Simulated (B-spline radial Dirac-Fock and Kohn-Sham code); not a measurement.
## Zr 3d5/2: cross section and angular parameters

System: the Zr atom in the configuration [Kr] 4d2 5s2; threshold 178.8 eV (tabulated edge). The computed values come from a radial B-spline solver: Dirac-Hartree-Slater photoionisation with a Latter tail; cross sections with all multipoles, angular parameters from the dipole term and its interference with E2.

```
hν (eV)  σ (kb)      β       γ      δ
    229    2580  0.214  -0.014  0.004
    300    2510  0.552  -0.029  0.012
    466    1230  1.000   0.008  0.025
    472    1200  1.008   0.010  0.026
    730     424  1.189   0.118  0.039
    800     334  1.205   0.149  0.042
    916     231  1.218   0.201  0.047
   1000     181  1.220   0.238  0.050
 1253.6    93.7  1.205   0.341  0.060
   1300    84.0  1.200   0.359  0.062
   1370    71.7  1.192   0.385  0.065
   2410    11.5  1.044   0.689  0.109
   2900    6.08  0.980   0.791  0.131
   3830    2.25  0.876   0.942  0.171
   4590       ?      ?       ?      ?
   4850   0.938  0.786   1.061  0.215
   5040   0.811  0.772   1.080  0.222
   6190   0.370  0.696   1.174  0.269
   6700   0.272  0.667   1.209  0.290
 8047.8   0.132  0.603   1.284  0.341
  11000  0.0373  0.502   1.392  0.446
  12000  0.0260  0.475   1.417  0.480
  13100  0.0181  0.447   1.440  0.515
```

**Question.** Give the values at 4590 eV.

**Answer.** σ = 1.15 kb, β = 0.807, γ = 1.034, δ = 0.204.
